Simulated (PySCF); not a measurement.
Checking a proposed structure

A compound C5H8BFO2 gives the data below (simulated from a calculation) and was assigned the structure `F[C@@H]1C[C@H]1B1OCCO1`.

13C{1H} NMR (computed): δ 111.7 (CH, d, J = 285.3 Hz), 75.8 (CH2, d, J = 29.1 Hz), 6.9 (CH2), 6.5 (CH2), -6.4 (CH).

1H NMR (500 MHz, computed): δ 5.85 (m, 1H), 4.21 (m, 1H), 4.11 (m, 1H), 0.74 (m, 1H), 0.70 (m, 1H), 0.69 (m, 1H), 0.68 (m, 1H), 0.03 (m, 1H).

[PySCF 2.14: PBE0/pcSseg-1 with gauge-including orbitals; PBE0-D3(BJ)/def2-SVP geometry; B3LYP/pcJ-1 coupling constants (spin–dipole term only in couplings to heteroatoms); isolated molecule; relativity neglected; one conformer]

Chemical shifts δ = σref − σ; 1H (σ = 31.27 ppm) and 13C (σ = 184.41 ppm) vs TMS, all at this level.

Task: Compare with the shifts computed for the proposed structure, pairing carbons in order of shift.

Result: Numbering as in the mapped SMILES `[F:1][C@@H:2]1[CH2:3][C@H:4]1[B:5]1[O:6][CH2:7][CH2:8][O:9]1`. Each H is labelled by its parent atom.

```tsv
atom	computed for proposal	given list	difference
C2	73.4	111.7	-38.3
C7	68.1	75.8	-7.7
C8	68.1	6.9	+61.2
C3	12.7	6.5	+6.2
C4	2.5	-6.4	+8.9
```

The rms difference is 32.8 ppm and the largest +61.2 ppm at C8 (sp3 CH2 bonded to O). The proposal also would give 4 carbon signals, not 5. The proposal doesn't fit.

Task: Which isomer fits?

Result: `B1(C2CC2)OC[C@@H](F)O1`.

- δC 111.7: sp3 CH bonded to F and O; 2 electronegative neighbours deshield it.
- δC 75.8: sp3 CH2 bonded to O; deshielded by the electronegative neighbour.
- δC 6.9, 6.5, -6.4: three-membered-ring carbon; carbons of three-membered rings are unusually shielded.
- δH 5.85: hydrogen on an sp3 CH bonded to F and O; its carbon carries F and O, an electronegative neighbour.

Other isomers checked: F[C@@H]1C[C@@H]1B1OCCO1 (rms 32.9 ppm); C=C[C@@H]1COBO[C@H]1F (rms 60.6 ppm).

The data come from this structure; uniqueness wasn't tested.

A carbon bonded to boron is broadened by the quadrupolar boron nucleus and is often missing from a measured spectrum. C–F couplings over four or more bonds (about 3 Hz to the para carbon of a fluoroarene) are left out. Common functionals overestimate the size of one-bond C–F couplings by tens of Hz; these are unscaled. Multiplet labels drop couplings under 1 Hz and merge nearly equal ones. Unscaled 3J(H,H) at this level run about 10 % above measured values. Shifts are as computed. Against solution values, carbons near 30 ppm lie about +2 ppm off and those near 130 ppm about +5 ppm. Of 1313 compounds with measured shifts, 239 miss one by over three times the rms of a fit or turn the order of signals round; such compounds aren't used in these exercises. Vicinal couplings across rotatable single bonds and in flexible rings belong to the one computed conformer; a conformer average would change them.
